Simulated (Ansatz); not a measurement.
Stepwise reaction of `N[Si](N)(O)F` with hydrogen fluoride, as a gas-phase model of exchange steps in deposition or etching. ΔE in kJ/mol; ΔG adds harmonic PBE0-D4 terms to CCSD(T)/CBS, at 1 bar.

Program: Ansatz. Geometries: PBE0-D4/def2-TZVP. ΔE: electronic, gas phase. CCSD(T)/CBS adds triple-zeta CCSD(T) − MP2 to the extrapolated MP2 energy (def2 sets, frozen cores). This one scheme is used for every species. Functionals use def2-TZVPP. B3LYP here is the variant with VWN-RPA as its local correlation; programs differ in this. Each species was taken in one conformer, which may not be the lowest.

```csv
step,reaction,PBE-D4,B3LYP-D4,ωB97M-V,CCSD(T)/CBS,ΔG(600 K)
1,`N[Si](N)(O)F` + H–F → `N[Si](O)(F)F` + NH₃,-79.3,-84.3,-84.2,-82.7,-81.1
```

Problem. Give the row of step 2, `N[Si](O)(F)F` + H–F → `O[Si](F)(F)F` + NH₃. (An estimate is asked.)

Solution. The calculation gave: 
```csv
step,reaction,PBE-D4,B3LYP-D4,ωB97M-V,CCSD(T)/CBS,ΔG(600 K)
2,`N[Si](O)(F)F` + H–F → `O[Si](F)(F)F` + NH₃,-71.4,-76.6,-76.3,-75.9,-77.0
```

Problem. By hand: ΔE of the 2 steps together at CCSD(T)/CBS.

Solution. (-82.7) + (-75.9) = -158.6 kJ/mol, or -79.3 kJ/mol a step.

In ΔE each step is higher than the one before. All are downhill at CCSD(T)/CBS. ΔG lies between -81.1 and -77.0 kJ/mol a step. PBE-D4 differs from CCSD(T)/CBS by 3.4 to 4.5 kJ/mol a step. Isolated molecules leave out the surface, adducts and barriers. Largest T1 diagnostic: 0.011.
